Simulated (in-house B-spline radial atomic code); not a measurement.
Successive ionisation energies of rubidium; each step leads to the configuration of the next row (after the last: [Ar] 3d1). Dirac energy differences include first-order Breit, QED and recoil terms. NIST's values go from ground level to ground level; the uncertainty of those that are theory runs from under 0.1 % in few-electron ions to several per cent in heavy many-electron ones. Computed with a B-spline radial code for spherical atoms: Dirac-Hartree-Fock, average of the configuration, finite nuclei.

```json
{"ion": "Rb5+", "configuration": "[Ar] 3d10 4s2 4p2", "ionisation energy (eV)": "81.6", "tabulated value (eV)": "82.9", "computed minus tabulated (eV)": "-1.3", "highest orbital": "4p3/2", "largest mean radius (bohr)": "1.4867"}
{"ion": "Rb6+", "configuration": "[Ar] 3d10 4s2 4p1", "ionisation energy (eV)": "97.3", "tabulated value (eV)": "98.67", "computed minus tabulated (eV)": "-1.4", "highest orbital": "4p3/2", "largest mean radius (bohr)": "1.4428"}
{"ion": "Rb7+", "configuration": "[Ar] 3d10 4s2", "ionisation energy (eV)": "?", "tabulated value (eV)": "?", "computed minus tabulated (eV)": "?", "highest orbital": "?", "largest mean radius (bohr)": "?"}
{"ion": "Rb8+", "configuration": "[Ar] 3d10 4s1", "ionisation energy (eV)": "?", "tabulated value (eV)": "?", "computed minus tabulated (eV)": "?", "highest orbital": "?", "largest mean radius (bohr)": "?"}
{"ion": "Rb9+", "configuration": "[Ar] 3d10", "ionisation energy (eV)": "275.9", "tabulated value (eV)": "277.12", "computed minus tabulated (eV)": "-1.3", "highest orbital": "3d5/2", "largest mean radius (bohr)": "0.51554"}
{"ion": "Rb10+", "configuration": "[Ar] 3d9", "ionisation energy (eV)": "316.6", "tabulated value (eV)": "313.1", "computed minus tabulated (eV)": "3.5", "highest orbital": "3d5/2", "largest mean radius (bohr)": "0.50883"}
{"ion": "Rb11+", "configuration": "[Ar] 3d8", "ionisation energy (eV)": "359.2", "tabulated value (eV)": "356", "computed minus tabulated (eV)": "3.2", "highest orbital": "3d5/2", "largest mean radius (bohr)": "0.50212"}
{"ion": "Rb12+", "configuration": "[Ar] 3d7", "ionisation energy (eV)": "403.5", "tabulated value (eV)": "400", "computed minus tabulated (eV)": "3.5", "highest orbital": "3d5/2", "largest mean radius (bohr)": "0.49544"}
{"ion": "Rb13+", "configuration": "[Ar] 3d6", "ionisation energy (eV)": "449.5", "tabulated value (eV)": "443", "computed minus tabulated (eV)": "6.5", "highest orbital": "3d5/2", "largest mean radius (bohr)": "0.48882"}
{"ion": "Rb14+", "configuration": "[Ar] 3d5", "ionisation energy (eV)": "497.1", "tabulated value (eV)": "502", "computed minus tabulated (eV)": "-4.9", "highest orbital": "3d5/2", "largest mean radius (bohr)": "0.48228"}
{"ion": "Rb15+", "configuration": "[Ar] 3d4", "ionisation energy (eV)": "?", "tabulated value (eV)": "?", "computed minus tabulated (eV)": "?", "highest orbital": "?", "largest mean radius (bohr)": "?"}
{"ion": "Rb16+", "configuration": "[Ar] 3d3", "ionisation energy (eV)": "597.4", "tabulated value (eV)": "601", "computed minus tabulated (eV)": "-3.6", "highest orbital": "3d5/2", "largest mean radius (bohr)": "0.47013"}
{"ion": "Rb17+", "configuration": "[Ar] 3d2", "ionisation energy (eV)": "650.0", "tabulated value (eV)": "654", "computed minus tabulated (eV)": "-4.0", "highest orbital": "3d5/2", "largest mean radius (bohr)": "0.46505"}
```

**Question.** Fill in the row of Rb7+.

**Answer.** ionisation energy (eV): 130.5; tabulated value (eV): 132.79; computed minus tabulated (eV): -2.3; highest orbital: 4s1/2; largest mean radius (bohr): 1.2931.

**Question.** Fill in the row of Rb8+.

**Answer.** ionisation energy (eV): 149.4; tabulated value (eV): 150.628; computed minus tabulated (eV): -1.2; highest orbital: 4s1/2; largest mean radius (bohr): 1.2633.

**Question.** Fill in the row of Rb15+.

**Answer.** ionisation energy (eV): 546.5; tabulated value (eV): 550; computed minus tabulated (eV): -3.5; highest orbital: 3d5/2; largest mean radius (bohr): 0.47584.

**Question.** Where is the largest jump?

**Answer.** From Rb8+ to Rb9+, by a factor of 1.85 (149.42 to 275.86 eV); the highest orbital goes from 4s1/2 to 3d5/2.

Where a p, d or f electron is removed, the computed value is a mean over both j, so it misses the tabulated one by a part of the spin-orbit splitting; averaging over terms and missing correlation add to the gap, relatively most at low charge.
